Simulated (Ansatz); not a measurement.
CH₆AlClN₂, relaxed with RKS PBE-D4/def2-SVP in Ansatz 0.2.0 from a rough embedded geometry. The force threshold is 0.03 eV/Å; the program also tests the step.

The species carries charge 0 and has multiplicity 1. The bonds changed during the relaxation, so this is another structure than the one it started from.

Start:

```xyz
11

N     1.004    1.556   -0.152
C     0.700    0.423    0.664
Al   -0.969   -0.419    0.022
N    -0.981   -2.263   -0.724
Cl   -2.886    0.674    0.039
H     0.274    2.358    0.117
H     1.904    1.968    0.181
H     1.488   -0.325    0.537
H     0.581    0.707    1.695
H     0.075   -2.524   -0.675
H    -1.189   -2.155   -1.704
```

Question: How much energy does the relaxation release, and in how many steps? (An estimate is asked.)

Answer: Computed: 112.95 kJ/mol, in 20 steps, 3 of them rejected.

Question: Which bonds change most? (Best estimate.)

Answer: The calculation gave: N1–Al3 from 2.797 to 2.040 Å; Al3–N4 from 1.989 to 1.791 Å; N1–C2 from 1.429 to 1.542 Å; N1–H6 from 1.117 to 1.027 Å.

Question: Give the relaxed structure. (Best estimate.)

Answer: Ansatz gave: 
```xyz
11

N     0.587    1.227   -0.133
C     0.705    0.348    1.128
Al   -0.764   -0.294    0.016
N    -0.583   -1.698   -1.080
Cl   -2.678    0.655    0.187
H     0.302    2.192    0.070
H     1.433    1.253   -0.716
H     1.682   -0.172    1.144
H     0.586    0.942    2.053
H    -0.010   -2.515   -0.861
H    -1.261   -1.938   -1.806
```
